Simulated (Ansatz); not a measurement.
`[CH2]1O[CH2][AlH]1` and `[Br][Al]1[CH2]O[CH2]1` differ in one atom or group.

Ansatz, PBE0-D4/def2-TZVP geometries, multiplicity 1. 

Scalar relativity is left out up to krypton.

```json
{"property": "HOMO–LUMO gap (PBE0/def2-TZVPP) / eV", "`[CH2]1O[CH2][AlH]1`": "5.74"}
{"property": "ideal-gas entropy at 298 K and 1 bar (rigid rotor, harmonic PBE0-D4/def2-TZVP) / J/(mol·K)", "`[CH2]1O[CH2][AlH]1`": "295"}
{"property": "LUMO energy (ωB97M-V/def2-TZVPP) / eV", "`[CH2]1O[CH2][AlH]1`": "0.22"}
{"property": "HOMO–LUMO gap (PBE/def2-TZVPP) / eV", "`[CH2]1O[CH2][AlH]1`": "3.42"}
{"property": "zero-point energy (PBE0-D4/def2-TZVP) / kJ/mol", "`[CH2]1O[CH2][AlH]1`": "165.5"}
{"property": "LUMO energy (PBE/def2-TZVPP) / eV", "`[CH2]1O[CH2][AlH]1`": "-2.11"}
```

(1) Give the same properties after the change, and the shifts. (Estimate.)

## Answers

(1) The calculation gave: 
```tsv
property	`[Br][Al]1[CH2]O[CH2]1`	shift
HOMO–LUMO gap (PBE0/def2-TZVPP) / eV	6.27	0.53
ideal-gas entropy at 298 K and 1 bar (rigid rotor, harmonic PBE0-D4/def2-TZVP) / J/(mol·K)	349	54
LUMO energy (ωB97M-V/def2-TZVPP) / eV	0.44	0.22
HOMO–LUMO gap (PBE/def2-TZVPP) / eV	3.96	0.54
zero-point energy (PBE0-D4/def2-TZVP) / kJ/mol	152.7	-12.8
LUMO energy (PBE/def2-TZVPP) / eV	-1.95	0.16
```

With PBE0 the HOMO falls by 0.38 eV and the LUMO rises by 0.15 eV, so the gap widens by about 0.53 eV. PBE moves the HOMO by -0.37 eV and ωB97M-V by -0.50 eV. Modes under 60 cm⁻¹, often nearly free rotors, make the harmonic entropy too high.

Spin–orbit coupling is left out; it splits and shifts lone-pair levels of the heavy atoms by tenths of an eV.
